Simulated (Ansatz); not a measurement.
System (SMILES): [Se](Cl)Cl.
Atoms: Se1, Cl2, Cl3. Bonds: Se1-Cl2, Se1-Cl3.

Basis-set convergence of the lowest harmonic wavenumber at HF with Ansatz (a quantum-chemistry and plane-wave program). Each level at its own minimum, finite differences of forces, unscaled; the reference is a large set that could be run, not a limit. All functions are spherical. The program fits the integrals of some runs and decomposes those of others, by size. No added dispersion term, no relativity. Reference: the value in aug-pcseg-2, 179 cm⁻¹. Deviations are taken from unrounded values.

```
basis            functions  lowest harmonic wavenumber (cm⁻¹)
---------------  ---------  ---------------------------------
pcseg-1                 63                                176
aug-pcseg-1             90                                177
def2-SVP                68                                171
def2-SVPD               95                                173
cc-pV(D+d)Z             73                                177
aug-cc-pV(D+d)Z        100                                176
pcseg-2                111                                179
aug-pcseg-2            159                                179
cc-pV(T+d)Z            121                                179
aug-cc-pV(T+d)Z        169                                179
def2-TZVP              122                                179
def2-TZVPD             149                                180
def2-TZVPP             132                                179
def2-TZVPPD            159                                180
```

What the diffuse functions change, pair by pair:
- pcseg-1 to aug-pcseg-1: 27 more functions, deviation -3 to -2 cm⁻¹
- def2-SVP to def2-SVPD: 27 more functions, deviation -7 to -6 cm⁻¹
- cc-pV(D+d)Z to aug-cc-pV(D+d)Z: 27 more functions, deviation -2 to -3 cm⁻¹
- pcseg-2 to aug-pcseg-2: 48 more functions, deviation 0 to 0 cm⁻¹
- cc-pV(T+d)Z to aug-cc-pV(T+d)Z: 48 more functions, deviation 0 to 0 cm⁻¹
- def2-TZVP to def2-TZVPD: 27 more functions, deviation 0 to 1 cm⁻¹
- def2-TZVPP to def2-TZVPPD: 27 more functions, deviation 0 to 1 cm⁻¹

Leaving out the reference's own pair, they bring the value nearer the reference by more than 1 cm⁻¹ in 2 of 6 pairs.
